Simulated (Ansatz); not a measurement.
Start from `C=CN[SiH3]` and change one atom or group to get `C=CN[SiH2]C`.

Ansatz, PBE0-D4/def2-TZVP geometries, multiplicity 1. Each molecule was computed in one conformer, which needn't be the lowest.

```
                                          property  `C=CN[SiH3]`
             HOMO–LUMO gap (B3LYP/def2-TZVPP) / eV          6.03
           HOMO–LUMO gap (ωB97M-V/def2-TZVPP) / eV         10.28
                HOMO energy (PBE0/def2-TZVPP) / eV         -6.15
size of the dipole moment (ωB97M-V/def2-TZVPP) / D          0.75
  size of the dipole moment (B3LYP/def2-TZVPP) / D          0.78
               LUMO energy (B3LYP/def2-TZVPP) / eV          0.09
```

**Question.** What does the change do to each property? (Estimate.)

**Answer.** Computed: 
```
                                          property  `C=CN[SiH2]C`  shift
             HOMO–LUMO gap (B3LYP/def2-TZVPP) / eV           6.28   0.25
           HOMO–LUMO gap (ωB97M-V/def2-TZVPP) / eV          10.45   0.17
                HOMO energy (PBE0/def2-TZVPP) / eV          -6.00   0.15
size of the dipole moment (ωB97M-V/def2-TZVPP) / D           1.55   0.80
  size of the dipole moment (B3LYP/def2-TZVPP) / D           1.58   0.80
               LUMO energy (B3LYP/def2-TZVPP) / eV           0.48   0.39
```

With PBE0 the HOMO rises by 0.15 eV and the LUMO rises by 0.42 eV, so the gap widens by about 0.27 eV. PBE moves the HOMO by 0.15 eV and ωB97M-V by 0.15 eV. Dipoles are sizes alone; their direction can turn.

B3LYP here is the variant with VWN-RPA as its local correlation; programs differ in this.
